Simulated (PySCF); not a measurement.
Compound: C₃H₁₀OS₂Si.
Geometry (GFN2-xTB, Å), atoms numbered from 1 in this order:
```
atom  x, y, z in Å
C1     3.6023    0.5620    0.4502
S2     1.9707    0.2333    1.1838
Si3    0.7853    0.1991   -0.6011
O4    -0.7717    0.0908   -0.2013
C5    -1.4044   -0.7534    0.7199
C6    -2.7988   -0.2242    1.0047
S7    -3.8536   -0.3156   -0.4816
H8     3.5663    1.4899   -0.1112
H9     3.8848   -0.2617   -0.1974
H10    4.3068    0.6492    1.2699
H11    1.2507   -0.9312   -1.4011
H12    0.8025    1.4843   -1.2737
H13   -1.4644   -1.7656    0.3038
H14   -0.8260   -0.7892    1.6507
H15   -3.2915   -0.8291    1.7632
H16   -2.7547    0.8151    1.3296
H17   -3.0113    0.3583   -1.2589
```

Level of theory: TDDFT PBE0/def2-SVPD, vertical, gas phase, core orbitals frozen in the response (PySCF 2.14.0, density-fitted response routines).

Ground-to-excited transition dipoles (e·a0, same axes as the geometry; the sign carries no meaning), for the states with f of 0.002 or more among the lowest 8:

```csv
state,E (eV),μx,μy,μz
S2,5.631,0.258,-0.186,0.001
S3,5.833,-0.202,0.082,0.044
S4,6.113,0.025,-0.383,-0.076
S5,6.393,-0.058,0.353,0.153
S6,6.480,0.003,-0.120,-0.014
S7,6.530,0.301,-0.204,0.112
S8,6.674,0.203,0.005,0.096
```

(1) Work out the oscillator strengths.

(2) What angle do the transition dipoles of S2 and S4 make?

(3) How is the summed strength of these states shared among x, y and z?

## Answers

(1) f = (2/3) ΔE |μ|² with ΔE in hartree (27.2114 eV).

```
state  |μ|² (au)  |μ| (D)      f
   S2      0.101     0.81  0.014
   S3      0.049     0.56  0.007
   S4      0.153     0.99  0.023
   S5      0.151     0.99  0.024
   S6      0.015     0.31  0.002
   S7      0.145     0.97  0.023
   S8      0.051     0.57  0.008
```

(2) |cos θ| = |μa·μb| / (|μa| |μb|) = 0.62, so θ ≈ 51° (taken between 0 and 90°, since the signs are arbitrary).

(3) (2/3) Σ ΔE μα² gives 0.037 for x, 0.056 for y and 0.008 for z, 0.101 in all.

One conformer stands for the species.
